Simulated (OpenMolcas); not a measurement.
Au3+: ligand-field states by method

Au3+ with 6 ligands (fluoride) in octahedral coordination (Oh) at 2.16 Å. A charge of +0.5 e stands 2.4 Å behind each ligand. Ligand basis ANO-RCC-VDZP.
```
Au    0.0000    0.0000    0.0000
F     2.1600    0.0000    0.0000
F     0.0000    2.1600    0.0000
F    -2.1600    0.0000    0.0000
F     0.0000   -2.1600    0.0000
F     0.0000    0.0000    2.1600
F     0.0000    0.0000   -2.1600
```

```yaml
Program: OpenMolcas 26.06
Basis: ANO-RCC-VDZP [7s6p4d2f]
Scalar_Hamiltonian: DKH2, point nucleus
Active_space: 8 electrons in 5 orbitals (5d)
State_averaging: 2S+1 = 3 even, 10 roots; 2S+1 = 1 even, 15 roots
Spin-orbit_coupling: RASSI with atomic mean-field integrals over the reference wave functions
```

I. CASSCF
II. SS-CASPT2, IPEA 0.25 Eh, imaginary shift 0.1 Eh (closed shells correlated: 5s 5p and the ligand valence shells)
III. SS-CASPT2, IPEA 0.25 Eh, imaginary shift 0.2 Eh (closed shells correlated: 5s 5p and the ligand valence shells)

Spin-free states (labels of O, the rotations of Oh) in cm-1, each column counted from its own energy of the first state listed:

```
State  Degeneracy      I     II    III
  3A2           1      0      0      0
   1E           2  11843   6070   6090
  3T2           3  16158  19700  19720
  1A1           1  21189  13510  13530
  3T1           3  23556  25660  25740
  1T2           3  27468  26520  26550
  1T1           3  31291  29210  29280
  3T1           3  36802  42310  42350
  1T2           3  46587  49240  49270
   1E           2  46644  49040  49080
  1A1           1  65498  61470  62020
```

From I to II, I's first state of the same spin (3T2) moves from 16158 to 19700 cm-1, by about +3500 cm-1.

From I to II, I's first state of another spin (1E) moves from 11843 to 6070 cm-1, by about -5800 cm-1.

I: A least-squares ligand-field fit to the states below 45000 cm-1, each weighted by its degeneracy and with a free common offset, gives 10Dq = 15976 cm-1, B = 820 cm-1 and C = 2691 cm-1 (C/B = 3.28), with an rms deviation of 78 cm-1. The same method and metal basis give the free ion B = 927 cm-1 (fit to its terms below 60000 cm-1, rms deviation 6 cm-1), so the nephelauxetic ratio is β = 820 / 927 = 0.88; it hangs on how both fits weigh the states, and computed free-ion B values tend to be too large, so β mixes covalency with correlation.

χT at 300 K: I 1.72, II 1.62, III 1.62 cm3 K/mol.

The states above are spin-free; spin-orbit coupling is strong here and shifts and splits them by thousands of cm-1.

Roots that are degenerate in the reference are averaged as groups; the widest CASPT2 spread within a group is 280 cm-1 (the 3-fold group of multiplicity 1 near 29200 cm-1 above the lowest state of its run, II). Shifts and gaps below about the spread of the groups concerned are not significant. Over all roots computed the reference weight is 0.67 to 0.70 in II, 0.68 to 0.70 in III; a low but even weight reflects the number of correlated electrons. Real 4d8 and 5d8 ions are as a rule square planar and diamagnetic. The least metal-like active orbital is 79 % on the metal (Löwdin) and no ligand orbital is active, so the numbers are rough. Ligand-to-metal charge-transfer states are missing. With no ligand orbital active B as a rule stays too high, so bands that hang on it stand too high and its fall with covalency is understated. Without dynamic correlation the repulsion within the d shell is too large (B by tens of per cent), so at a given field states of lower spin stand too high (holds for I). With metal d orbitals alone the field can be off either way by tens of per cent (holds for I). With one d shell and no ligand orbital active, 10Dq can be off by a tenth or more (holds for II; III). No measured value stands beside these numbers; the geometry is a model, was not optimised and need not be the one that this ion takes.
